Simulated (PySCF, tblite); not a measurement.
Question: What does the GFN2-xTB structure of `CCc1csc2cnccc12` look like in three dimensions?

Answer: 
```
atom  x, y, z in Å
C1    -2.5012   -0.8741   -0.0181
C2    -1.6720   -0.2331   -1.1329
C3    -0.6031    0.6474   -0.5671
C4    -0.6804    1.9956   -0.4815
S5     0.6882    2.7527    0.2616
C6     1.4346    1.1992    0.4883
C7     2.6635    0.9056    1.0643
N8     3.1007   -0.3299    1.1620
C9     2.3458   -1.3223    0.6936
C10    1.1124   -1.1455    0.1037
C11    0.6228    0.1583   -0.0081
H12   -3.2634   -1.5242   -0.4411
H13   -2.9909   -0.1069    0.5775
H14   -1.8682   -1.4642    0.6404
H15   -1.2117   -1.0154   -1.7406
H16   -2.3239    0.3584   -1.7782
H17   -1.4819    2.6229   -0.8226
H18    3.3074    1.6826    1.4535
H19    2.7719   -2.3103    0.8056
H20    0.5443   -1.9859   -0.2634
```

Any rigid rotation of these coordinates is as good. Atoms count from 1 in this order. The 5-membered ring C3–C4–S5–C6–C11 has internal angles of 90.3° to 114.7°; it is planar, 0.00 Å rms from its mean plane, widest ring torsion 0°. S5 (thiophene-type sulfur) is bent (angle 90.3°). The C–C distances run from 1.353 Å (C3–C4, aromatic) to 1.530 Å (C1–C2, drawn single), a spread of 0.177 Å. Of the pairs four or more bonds apart, C2···H20 is among the closest relative to their van der Waals radii: 2.96 Å, 102 % of the sum of Bondi's values.

Bonds between heavy atoms (Å): C1–C2 1.530, C2–C3 1.496, C3–C4 1.353, C4–S5 1.732, S5–C6 1.738, C6–C7 1.389, C7–N8 1.314, N8–C9 1.332, C9–C10 1.379, C10–C11 1.397, C3–C11 1.433, C6–C11 1.410.

Computed geometry: GFN2-xTB, gas phase.

Point group: C1 (no symmetry element, even within 0.4 Å). Its GFN2-xTB frequencies are all real (lowest 68 cm⁻¹). One conformer, not necessarily the lowest (C1–C2–C3–C4 -100°). 2 starts were optimised and ended at 0.00 and 0.02 kcal/mol (GFN2-xTB); the lowest of these is shown.
